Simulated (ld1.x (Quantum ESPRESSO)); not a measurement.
Pseudopotential generation for Rh (Z = 45): TM, LDA (PZ), scalar-relativistic.

| Property | Result |
| --- | --- |
| Element | Rh (Z = 45) |
| Generator | ld1.x (Quantum ESPRESSO) 7.5 |
| Type | norm-conserving Troullier–Martins (Kleinman–Bylander form) |
| Functional | LDA (PZ) |
| Relativity | scalar-relativistic |
| Frozen core | [Ar] 3d10 |
| Valence charge | 17 |
| Reference configuration | 4s2 4p6 4d8 5s1 5p0 |
| Partial waves | 4s (bound): rc 1.75 bohr; 4p (bound): rc 1.45 bohr; 4d (bound): rc 1.35 bohr |
| Local potential | the d channel |
| Core correction | none |

Occupied shells without a wave of their own: 5s. They enter only through the test configuration that unscreens the potential.

All-electron outer shells of the reference configuration (LDA (PZ), scalar-relativistic, ld1.x):

| shell | level (eV) | outermost node (bohr) | outermost maximum (bohr) |
| --- | --- | --- | --- |
| 3p | -482.56 | 0.15 | 0.34 |
| 3d | -301.01 | – | 0.29 |
| 4s | -82.55 | 0.47 | 0.88 |
| 4p | -50.53 | 0.47 | 0.94 |
| 4d | -6.15 | 0.46 | 1.15 |
| 5s | -4.59 | 1.19 | 2.63 |
| 5p | -0.97 | 1.35 | 3.78 |

Results:

```json
{
 "Cutoffs needed": "70 Ry and 110 Ry (the cutoffs (Ry, on a coarse ladder) from which the occupation-weighted sum of valence levels, in a spherical-Bessel basis at the reference potential, stays within 10 and 1 mRy of its value at 400 Ry)",
 "Ghost test": "no extra level below or beside the all-electron valence levels (s, p, d, f tested) (spherical-Bessel basis up to 400 Ry, 20 bohr box)",
 "Largest excitation error": "-2725 meV (all-electron minus pseudo) for 4s2 4p6 4d6 5s0 5p0, out of 7 test configurations"
}
```

The potential misses its own reference levels by up to 1.0 eV.

Generation and tests took about 2.2 s on one core of a shared server CPU.
